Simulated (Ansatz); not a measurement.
Stepwise reaction of `[F][Hf]([F])([Cl])[Cl]` with ammonia, as a gas-phase model of exchange steps in deposition or etching. ΔE in kJ/mol; ΔG adds harmonic PBE0-D4 terms to CCSD(T)/CBS, at 1 bar.

Gas-phase electronic energies from Ansatz, PBE0-D4/def2-TZVP geometries. CCSD(T)/CBS is the MP2 limit (def2-TZVPP, def2-QZVPP) plus CCSD(T) − MP2 in def2-TZVPP, frozen cores. This one scheme is used for every species. Functionals use def2-TZVPP. B3LYP here is the variant with VWN-RPA as its local correlation; programs differ in this. def2 core potentials past Kr. For Hf outer-core shells are correlated without core-valence functions, which leaves a few kJ/mol of doubt a bond. Each species was taken in one conformer, which may not be the lowest.

| step | reaction | PBE-D4 | B3LYP-D4 | ωB97M-V | CCSD(T)/CBS | ΔG(600 K) |
| --- | --- | --- | --- | --- | --- | --- |
| 2 | `[NH2][Hf]([F])([F])[Cl]` + NH₃ → `[NH2][Hf]([NH2])([F])[F]` + HCl | 101.7 | 102.2 | 103.3 | 101.9 | 90.5 |

Give the row of step 1, `[F][Hf]([F])([Cl])[Cl]` + NH₃ → `[NH2][Hf]([F])([F])[Cl]` + HCl. (Best estimate.)

Computed: 
```csv
step,reaction,PBE-D4,B3LYP-D4,ωB97M-V,CCSD(T)/CBS,ΔG(600 K)
1,`[F][Hf]([F])([Cl])[Cl]` + NH₃ → `[NH2][Hf]([F])([F])[Cl]` + HCl,88.1,88.2,88.9,89.0,72.4
```

By hand: ΔE of the 2 steps together at CCSD(T)/CBS.

(89.0) + (101.9) = 190.9 kJ/mol, or 95.5 kJ/mol a step.

In ΔE each step is higher than the one before. All are uphill at CCSD(T)/CBS. ΔG lies between 72.4 and 90.5 kJ/mol a step. PBE-D4 differs from CCSD(T)/CBS by -0.9 to -0.2 kJ/mol a step. Isolated molecules leave out the surface, adducts and barriers. Largest T1 diagnostic: 0.015.
